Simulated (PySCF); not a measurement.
# SrBi: frontier orbitals

B2PLYP at R = 3.349 Å; basis Sr def2-SVPD with ECP28, Bi def2-SVPD with ECP60; scalar-relativistic core potentials; PySCF 2.14. State: ⁴Σ⁻ (quartet), unpaired electrons σ ↑, π ↑↑. Only the outer orbitals are listed, counted within each symmetry, core potentials removing the inner ones.

```tsv
spin	orbital	occ.	ε (eV)	on Sr (%)	main shells (%)
α	3π	1	-27.17	100	100 Sr p
α	3π	1	-27.17	100	100 Sr p
α	5σ	1	-27.06	99	99 Sr p
α	6σ	1	-16.92	1	99 Bi s
α	7σ	1	-6.27	29	70 Bi p, 25 Sr s
α	4π	1	-6.08	6	94 Bi p
α	4π	1	-6.08	6	94 Bi p
α	8σ	1	-4.33	84	61 Sr s, 18 Sr p, 13 Bi p
α	5π	0	-0.55	99	83 Sr p, 16 Sr d
α	5π	0	-0.55	99	83 Sr p, 16 Sr d
α	9σ	0	-0.26	102	62 Sr p, 38 Sr d
β	3π	1	-27.10	100	100 Sr p
β	3π	1	-27.10	100	100 Sr p
β	5σ	1	-26.92	100	100 Sr p
β	6σ	1	-14.57	1	99 Bi s
β	7σ	1	-5.17	43	57 Bi p, 36 Sr s
β	8σ	0	-1.41	79	54 Sr s, 19 Sr p, 15 Bi p
β	4π	0	-1.25	36	64 Bi p, 21 Sr p, 15 Sr d
β	4π	0	-1.25	36	64 Bi p, 21 Sr p, 15 Sr d
```

Q: Which are the highest filled and the lowest empty level, where do they sit, and how wide is the gap?

A: Highest filled α 8σ at -4.33 eV (in %: 61 Sr s, 18 Sr p, 13 Bi p); lowest empty β 8σ at -1.41 eV (in %: 54 Sr s, 19 Sr p, 15 Bi p); the gap at B2PLYP is 2.92 eV.

```json
{
  "bond order (Mayer)": "0.97",
  "⟨S²⟩": "3.760",
  "charge on Sr (Mulliken, basis-dependent)": "0.31",
  "charge on Sr (Löwdin, basis-dependent)": "0.14",
  "dipole moment (positive dipole means Sr(−)Bi(+))": "-4.08 D"
}
```

Shares are Mulliken populations and can fall outside 0 to 100 %.

Correlated steps freeze 4 core orbitals. These are scalar-relativistic numbers at best; spin–orbit coupling would shift them, the dissociation energy most. B2PLYP dipoles, levels and charges come from its SCF part alone. The state was picked by a PBE0 search and need not be the measured ground state.
